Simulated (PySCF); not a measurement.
A calculated (LDA, PySCF 2.14, x2c-TZVPPall with one added diffuse shell each of s, p, d, f type, scalar relativity by spin-free X2C-1e) atom or ion has these occupied shells.

```csv
shell,electrons,orbital energy (eV),"rms radius, mean of both spins (bohr)"
1s α,1,-7597.7,0.0649
1s β,1,-7597.6,0.0649
2s α,1,-926.07,0.278
2s β,1,-923.67,0.278
2p α,3,-798.35,0.249
2p β,3,-796.46,0.249
3s α,1,-131.31,0.827
3s β,1,-126.48,0.827
3p α,3,-94.730,0.877
3p β,3,-90.012,0.877
3d α,5,-36.610,1.07
3d β,1,-32.364,1.07
4p α,1,-18.303,2.84
```

(1) Name the element and its charge.

Answers

(1) Co²⁺ (cobalt, charge +2), in [Ar] 3d6 4p1, one real determinant (an excited configuration).
